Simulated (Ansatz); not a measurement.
`[SiH3]C1BO1` + `FC(Cl)Cl` → `[SiH3]C(Cl)Cl` + `FC1BO1` at 298.15 K and 1 bar (formal exchange of groups at the Si–C bond).

Program: Ansatz. Geometries: PBE0-D4/def2-TZVP. ΔE: electronic, gas phase. CCSD(T)/CBS adds triple-zeta CCSD(T) − MP2 to the extrapolated MP2 energy (def2 sets, frozen cores).

```csv
species,CCSD(T)/CBS energy (Eh),H − E (kJ/mol),S (J/(mol·K))
`[SiH3]C1BO1`,-430.08021,166.8,304.6
`FC(Cl)Cl`,-1057.98381,70.3,292.8
`[SiH3]C(Cl)Cl`,-1249.07910,133.4,327.6
`FC1BO1`,-238.98850,104.5,267.1
```

H − E and S are ideal-gas, rigid-rotor, harmonic terms from PBE0-D4/def2-TZVP, for one conformer and one mirror image of each species. 1 Eh = 2625.50 kJ/mol, R = 8.31446 J/(mol·K).

Question: By hand: ΔE, ΔH, ΔS and ΔG.

Answer: ΔE = (-1249.07910) + (-238.98850) − (-430.08021) − (-1057.98381) = -0.00358 Eh = -9.4 kJ/mol. Δ(H − E) = 133.4 + 104.5 − 166.8 − 70.3 = 0.8, so ΔH = -8.6 kJ/mol. ΔS = 327.6 + 267.1 − 304.6 − 292.8 = -2.7 J/(mol·K). ΔG = -8.6 − 298.15 × (-2.7)/1000 = -7.8 kJ/mol.

Question: By hand: the equilibrium constant, and the temperature at which ΔG would vanish if ΔH and ΔS stayed fixed.

Answer: log₁₀ K = −ΔG/(RT ln 10) = 1.4. ΔG = 0 at ΔH/ΔS = 3185 K, far beyond where these terms or the molecules hold.

The number of gas molecules stays the same, so ΔS is small and ΔH decides. A doubt of 5 kJ/mol in ΔE shifts log₁₀ K by 0.9 here. Other conformers and mirror images would add mixing entropy, several J/(mol·K) or more a flexible species. These are equilibria of isolated gas molecules and say nothing of rates. Largest T1 diagnostic: 0.016 (customary marks: 0.02 for closed shells, 0.045 for open ones).
